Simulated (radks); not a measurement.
Values are calculated unless marked as measured or tabulated.
Species: Pd16+. Configuration: [Ar] 3d10 4s2. Code: a radial shooting solver on a logarithmic mesh with Libxc functionals. Model: Dirac Kohn-Sham, PBEsol, spin-unpolarised, spherical densities, point nucleus.

Normalised radial functions P(r) = r R(r) (large component), r in bohr:

| r | 2p3/2 | 3s1/2 | 4p1/2 |
|---|---|---|---|
| 0.001395 | 0.0052 | 0.1384 | 0.0032 |
| 0.001585 | 0.0066 | 0.1547 | 0.0038 |
| 0.001787 | 0.0084 | 0.1715 | 0.0045 |
| 0.002031 | 0.0107 | 0.1912 | 0.0054 |
| 0.00229 | 0.0135 | 0.2113 | 0.0064 |
| 0.002603 | 0.0172 | 0.2347 | 0.0077 |
| 0.002935 | 0.0217 | 0.2585 | 0.0092 |
| 0.003336 | 0.0276 | 0.2859 | 0.0111 |
| 0.003761 | 0.0346 | 0.3133 | 0.0133 |
| 0.004274 | 0.0441 | 0.3444 | 0.0162 |
| 0.004819 | 0.0551 | 0.3751 | 0.0195 |
| 0.005477 | 0.0699 | 0.4090 | 0.0238 |
| 0.006176 | 0.0872 | 0.4416 | 0.0287 |
| 0.007019 | 0.1101 | 0.4766 | 0.0351 |
| 0.007914 | 0.1367 | 0.5087 | 0.0423 |
| 0.008995 | 0.1717 | 0.5411 | 0.0517 |
| 0.01014 | 0.2119 | 0.5685 | 0.0623 |
| 0.01153 | 0.2643 | 0.5927 | 0.0758 |
| 0.013 | 0.3240 | 0.6088 | 0.0910 |
| 0.01477 | 0.4007 | 0.6165 | 0.1102 |
| 0.01679 | 0.4929 | 0.6116 | 0.1328 |
| 0.01893 | 0.5952 | 0.5926 | 0.1575 |
| 0.02151 | 0.7231 | 0.5538 | 0.1878 |
| 0.02426 | 0.8620 | 0.4973 | 0.2199 |
| 0.02757 | 1.0309 | 0.4129 | 0.2579 |
| 0.03108 | 1.2086 | 0.3092 | 0.2966 |
| 0.03533 | 1.4170 | 0.1720 | 0.3401 |
| 0.03983 | 1.6269 | 0.0195 | 0.3815 |
| 0.04527 | 1.8603 | -0.1647 | 0.4236 |
| 0.05104 | 2.0802 | -0.3509 | 0.4584 |
| 0.05801 | 2.3047 | -0.5531 | 0.4860 |
| 0.06541 | 2.4932 | -0.7324 | 0.4982 |
| 0.07434 | 2.6549 | -0.8941 | 0.4911 |
| 0.08382 | 2.7548 | -0.9987 | 0.4599 |
| 0.09526 | 2.7911 | -1.0384 | 0.3953 |
| 0.1074 | 2.7487 | -0.9902 | 0.3021 |
| 0.1221 | 2.6167 | -0.8343 | 0.1672 |
| 0.1376 | 2.4142 | -0.5868 | 0.0111 |
| 0.1564 | 2.1263 | -0.2243 | -0.1776 |
| 0.1764 | 1.8084 | 0.1849 | -0.3611 |
| 0.2005 | 1.4459 | 0.6556 | -0.5423 |
| 0.2278 | 1.0900 | 1.1094 | -0.6819 |
| 0.2569 | 0.7879 | 1.4690 | -0.7499 |
| 0.292 | 0.5191 | 1.7349 | -0.7323 |
| 0.3292 | 0.3259 | 1.8457 | -0.6180 |
| 0.3741 | 0.1815 | 1.8087 | -0.3915 |
| 0.4218 | 0.0956 | 1.6453 | -0.0960 |
| 0.4794 | 0.0432 | 1.3728 | 0.2741 |
| 0.5406 | 0.0182 | 1.0725 | 0.6286 |
| 0.6144 | 0.0063 | 0.7554 | 0.9599 |
| 0.6927 | 0.0020 | 0.4982 | 1.1800 |
| 0.7873 | 0.0005 | 0.2884 | 1.2828 |
| 0.8877 | 0.0001 | 0.1553 | 1.2459 |
| 1.009 | 0.0000 | 0.0707 | 1.0840 |
| 1.138 | 0.0000 | 0.0296 | 0.8592 |
| 1.293 | 0.0000 | 0.0099 | 0.5989 |
| 1.458 | 0.0000 | 0.0030 | 0.3810 |
| 1.657 | 0.0000 | 0.0007 | 0.2056 |
| 1.868 | 0.0000 | 0.0001 | 0.1003 |
| 2.123 | 0.0000 | 0.0000 | 0.0395 |
| 2.394 | 0.0000 | 0.0000 | 0.0139 |
| 2.721 | 0.0000 | 0.0000 | 0.0037 |

2p3/2: eigenvalue -3513.4 eV, 0 radial nodes, <r> = 0.122 bohr, 90 % of the charge inside 0.198 bohr. 3s1/2: eigenvalue -1020.0 eV, 2 radial nodes at r = 0.0404, 0.167 bohr, <r> = 0.376 bohr, 90 % of the charge inside 0.553 bohr. 4p1/2 (empty): eigenvalue -382.76 eV, 2 radial nodes at r = 0.139, 0.437 bohr, <r> = 0.844 bohr, 90 % of the charge inside 1.21 bohr.
